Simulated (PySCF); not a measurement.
# Computed structure and properties of Tl(SH)3

System: Tl(SH)3 (singlet); start: displaced along the imaginary mode (C3). Method: PySCF 2.14.0, RKS r2SCAN, Tl def2-SVP with ECP60, S def2-SVP, H def2-SVP; non-relativistic Hamiltonian with scalar-relativistic core potentials where named; density fitting; no spin-orbit coupling.

Input of the relaxation:

```python
mol = gto.M(atom='''
Tl    -0.00000     0.00000     0.01516
S      2.51656    -0.00806    -0.07276
H      2.57359     0.25000     1.28027
S     -1.25130     2.18343    -0.07276
H     -1.50330     2.10380     1.28026
S     -1.26526    -2.17537    -0.07276
H     -1.07029    -2.35380     1.28026''',
    basis={'Tl': 'def2-SVP', 'S': 'def2-SVP', 'H': 'def2-SVP'},
    ecp={'Tl': 'def2-SVP'},
    charge=0, spin=0)
mf = dft.RKS(mol, xc='R2SCAN')
mf.grids.atom_grid = (50, 194)
mf = mf.density_fit()  # fitting sets: Tl def2-universal-JKFIT, S def2-universal-JKFIT, H def2-universal-JKFIT
mf.conv_tol = 1e-08; mf.max_cycle = 55
mf.kernel(dm0)  # dm0: converged density of the start geometry
# quasi-Newton relaxation in Cartesian coordinates to a largest gradient under 0.00045 Eh/bohr, steps kept in the point group
```

Run from Python with OMP_NUM_THREADS=2; the lines above give its settings. Where DIIS fails, smearing, a level shift and second-order steps follow.
It took 84 s on 2 threads of Intel(R) Xeon(R) 6975P-C (Granite Rapids) (shared host), from the converged density of the start.

Course of the relaxation:

| step | energy above end (eV) | largest force component within the symmetry (eV/Å) |
| --- | --- | --- |
| 0 | 0.5129 | 0.598 |
| 1 | 0.4561 | 0.276 |
| 2 | 0.4145 | 1.034 |
| 3 | 0.3472 | 0.263 |
| 4 | 0.2735 | 0.298 |
| 5 | 0.2483 | 0.866 |
| 6 | 0.1731 | 0.139 |
| 7 | 0.1344 | 0.158 |
| 18 | 0.0026 | 0.023 |
| 19 | 0.0017 | 0.028 |
| 20 | 0.0007 | 0.101 |
| 21 | 0.0002 | 0.016 |
| 22 | 0.0001 | 0.007 |
| 23 | 0.0000 | 0.010 |
(The steps between are left out.)

Relaxed geometry (C3h):

```xyz
7

Tl    0.0000    0.0000    0.5189
S     2.4225   -0.5195    0.5182
H     2.7568    0.7922    0.5214
S    -0.7614    2.3577    0.5182
H    -2.0644    1.9914    0.5214
S    -1.6611   -1.8382    0.5182
H    -0.6924   -2.7835    0.5214
```

| contact | Å |
| --- | --- |
| Tl1–S2 (SH) | 2.478 |
| Tl1–S4 (SH) | 2.478 |
| Tl1–S6 (SH) | 2.478 |

On the finer grid (75, 302):

```json
{
  "HOMO": "-6.48 eV",
  "LUMO": "-3.39 eV",
  "Dipole about the centre of mass": "0.01 D",
  "Set of Mulliken populations of Tl1 outside the core potential": "s 3.31, p 7.15, d 10.12",
  "D3(BJ) dispersion energy (not in the energies)": "-0.060 eV"
}
```

| atom | Mulliken (e) | Löwdin (e) | spin (e) |
| --- | --- | --- | --- |
| Tl1 | 0.42 | -0.15 | 0.00 |
| S2 | -0.25 | 0.04 | 0.00 |
| H3 | 0.11 | 0.01 | 0.00 |
| S4 | -0.25 | 0.04 | 0.00 |
| H5 | 0.11 | 0.01 | 0.00 |
| S6 | -0.25 | 0.04 | 0.00 |
| H7 | 0.11 | 0.01 | 0.00 |

No frequency check is given for this geometry.

Taking off one SH (charge -1, singlet; the rest: singlet) in vacuum, both parts rigid, costs 9.43 eV; the small basis without counterpoise inflates it. Most of it is the attraction of opposite charges; other ways to part are cheaper, and one spin state was tried for the rest.

Rigid scan of SH along the line from its metal:

| distance to S2 (Å) | energy (eV) |
| --- | --- |
| 2.18 | 0.683 |
| 2.28 | 0.261 |
| 2.38 | 0.056 |
| 2.48 | 0.000 |
| 2.58 | 0.046 |
| 2.68 | 0.159 |
| 2.88 | 0.498 |
| 3.18 | 1.086 |
| 3.58 | 1.783 |

One start shape was tried, so this needn't be the lowest isomer.
